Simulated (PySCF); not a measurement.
# First hyperpolarisability: 2-methoxyfuran, C5H6O2

Molfile (atoms numbered from 1):
```
C5H6O2
     RDKit          3D

 13 13  0  0  0  0  0  0  0  0999 V2000
   -2.0230    0.4469    0.2680 C   0  0  0  0  0  0  0  0  0  0  0  0
   -1.1233   -0.6289    0.4119 O   0  0  0  0  0  0  0  0  0  0  0  0
    0.1681   -0.3446    0.5208 C   0  0  0  0  0  0  0  0  0  0  0  0
    1.2481   -1.1688    0.6659 C   0  0  0  0  0  0  0  0  0  0  0  0
    2.3783   -0.2899    0.7294 C   0  0  0  0  0  0  0  0  0  0  0  0
    1.8988    0.9770    0.6192 C   0  0  0  0  0  0  0  0  0  0  0  0
    0.5387    0.9445    0.4906 O   0  0  0  0  0  0  0  0  0  0  0  0
   -1.9836    1.1251    1.1357 H   0  0  0  0  0  0  0  0  0  0  0  0
   -1.8119    1.0308   -0.6425 H   0  0  0  0  0  0  0  0  0  0  0  0
   -3.0230    0.0032    0.1949 H   0  0  0  0  0  0  0  0  0  0  0  0
    1.2270   -2.2531    0.7188 H   0  0  0  0  0  0  0  0  0  0  0  0
    3.4225   -0.5740    0.8438 H   0  0  0  0  0  0  0  0  0  0  0  0
    2.3528    1.9629    0.6123 H   0  0  0  0  0  0  0  0  0  0  0  0
  1  2  1  0
  2  3  1  0
  3  4  2  0
  4  5  1  0
  5  6  2  0
  6  7  1  0
  7  3  1  0
  1  8  1  0
  1  9  1  0
  1 10  1  0
  4 11  1  0
  5 12  1  0
  6 13  1  0
M  END
```

Method used: quadratic response CAM-B3LYP/def2-TZVPD first hyperpolarisability, Taylor convention, gas phase in PySCF 2.14.0. Geometry: PBE0-D3(BJ)/def2-SVP.

(1) Give β for the processes computed.

(2) Which lowest excitations, dipole and polarisabilities go with it?

Results:

(1) In 10⁻³⁰ esu, Taylor convention; the vector part is βᵢ = ⅓ Σⱼ (βᵢⱼⱼ + βⱼᵢⱼ + βⱼⱼᵢ); β∥ is 3/5 of the vector part along the dipole, the dipole points from − to +:
```
                   process  λ (nm)  β vector norm    β∥  β HRS  depolarisation ratio
           static β(0;0,0)       ∞           2.07  0.19   0.78                  7.33
second harmonic β(−2ω;ω,ω)    1907           2.18  0.19   0.82                  7.30
         Pockels β(−ω;ω,0)    1907           2.10  0.19      –                     –
second harmonic β(−2ω;ω,ω)    1064           2.47  0.20   0.94                  7.21
         Pockels β(−ω;ω,0)    1064           2.19  0.19      –                     –
```

(2) S1 5.29 eV (f = 0.000); S2 5.76 eV (f = 0.180); S3 5.93 eV (f = 0.021); dipole 1.03 D; isotropic α 66.7 au static, 66.9 au at 1907 nm, 67.3 au at 1064 nm, 67.5 au at 953.5 nm, 69.6 au at 532 nm.
